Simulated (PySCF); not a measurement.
2,2-difluoro-1-silylethanone (C₂H₄F₂OSi), SMILES O=C([SiH3])C(F)F. Geometry: PBE-D3(BJ)/def2-SVP. The values are those of a single conformer.

Computed equilibrium geometry at PBE-D3(BJ)/def2-SVP (PySCF confirms it by a frequency run) as a Z-matrix, and its point group (one conformer of several):
point group Cs.
```
C
O 1 1.2171
C 1 1.5413 2 121.10
F 3 1.3658 1 107.80 2 121.58
F 3 1.3658 4 108.40 1 -116.44
H 3 1.1136 4 110.03 5 -120.36
Si 1 1.9599 2 121.22 3 180.00
H 7 1.4995 1 113.43 2 180.00
H 7 1.5007 8 110.58 1 119.08
H 7 1.5007 8 110.58 9 121.85
```
Charge 0, spin multiplicity 1.
